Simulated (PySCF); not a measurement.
C6H14O, SMILES O(C)CCC(C)C, GFN2-xTB optimised geometry.

```
21

C      2.51     0.81     0.58
O      1.63     0.15     1.46
C      0.27     0.47     1.28
C     -0.33    -0.11     0.00
C     -1.87    -0.11     0.00
C     -2.43     1.31     0.00
C     -2.38    -0.87    -1.22
H      3.51     0.59     0.92
H      2.39     0.46    -0.45
H      2.35     1.90     0.61
H      0.14     1.56     1.31
H     -0.23     0.03     2.15
H      0.02    -1.14    -0.10
H      0.02     0.46    -0.87
H     -2.21    -0.62     0.90
H     -3.51     1.28    -0.05
H     -2.15     1.84     0.90
H     -2.06     1.87    -0.86
H     -2.02    -1.90    -1.21
H     -2.05    -0.40    -2.14
H     -3.47    -0.90    -1.22
```

Density from PBE/def2-SVP run with PySCF 2.14.0 at that geometry.

Minimum of the electron density along straight lines between bonded atoms, close to the bond critical point (lines longer than 1.1 times the sum of covalent radii, or with two minima, are not listed):

| bond | length / Å | ρ at the minimum / e bohr⁻³ | ∇²ρ there / e bohr⁻⁵ | position (fraction from the first atom) |
|---|---|---|---|---|
| C1–O2 | 1.405 | 0.264 | -0.49 | 0.35 |
| O2–C3 | 1.411 | 0.260 | -0.48 | 0.65 |
| C3–C4 | 1.533 | 0.243 | -0.54 | 0.51 |
| C4–C5 | 1.532 | 0.240 | -0.52 | 0.50 |
| C5–C6 | 1.527 | 0.241 | -0.53 | 0.50 |
| C5–C7 | 1.528 | 0.241 | -0.52 | 0.50 |
| C1–H8 | 1.089 | 0.281 | -1.06 | 0.64 |
| C1–H9 | 1.096 | 0.276 | -1.01 | 0.63 |
| C1–H10 | 1.098 | 0.274 | -1.00 | 0.63 |
| C3–H11 | 1.100 | 0.275 | -0.99 | 0.63 |
| C3–H12 | 1.094 | 0.280 | -1.05 | 0.63 |
| C4–H13 | 1.093 | 0.273 | -0.97 | 0.63 |
| C4–H14 | 1.092 | 0.273 | -0.96 | 0.62 |
| C5–H15 | 1.096 | 0.273 | -0.96 | 0.62 |
| C6–H16 | 1.088 | 0.274 | -0.98 | 0.63 |
| C6–H17 | 1.087 | 0.275 | -0.99 | 0.63 |
| C6–H18 | 1.088 | 0.273 | -0.98 | 0.63 |
| C7–H19 | 1.087 | 0.274 | -0.99 | 0.63 |
| C7–H20 | 1.088 | 0.274 | -0.98 | 0.63 |
| C7–H21 | 1.087 | 0.274 | -0.98 | 0.63 |
